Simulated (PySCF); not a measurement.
Isomers of C6H6OSi, mass 122.019 u with the commonest isotopes. Computed with CAM-B3LYP/def2-SVPD in PySCF (dipole) on a GFN2-xTB geometry, gas phase. One conformer each, none proved a minimum here; rigid rotors.

Question: Order these by rotational constant C, largest first.
A. `O=CC#CC1=CC[SiH2]1`
B. `C(C#CC=O)#C[SiH2]C`
C. `C1[Si@H](C(=O)C=1)C#CC`

Answer: C (787.5 MHz), A (612.8 MHz), B (411.6 MHz).

Question: Order these by rotational constant B, smallest first.
A. `O=CC#CC#C[SiH2]C`
B. `CC#C[Si@@H]1C=CC1=O`
C. `O=CC#CC1=CC[SiH2]1`

Answer: A (428.1 MHz), C (662.7 MHz), B (871.8 MHz).

Question: Order these by out-of-plane moment Σ m c² = (Ia + Ib − Ic)/2, largest first.
A. `O=CC#CC1=CC[SiH2]1`
B. `C[SiH2]C#CC#CC=O`
C. `CC#C[Si@@H]1C=CC1=O`

Answer: C (41.54 u·Å²), A (12.96 u·Å²), B (6.26 u·Å²).

```tsv
SMILES	point group	Ia (u·Å²)	Ib (u·Å²)	Ic (u·Å²)	κ	μa (D)	μb (D)	μc (D)
CC#C[Si@@H]1C=CC1=O	C1	145.15	579.72	641.79	-0.94	2.71	2.97	0.66
O=CC#CC1=CC[SiH2]1	C1	88.00	762.65	824.74	-0.98	4.49	0.84	1.52
C[SiH2]C#CC#CC=O	C1	59.73	1180.62	1227.83	-1.00	3.65	1.36	0.70
```
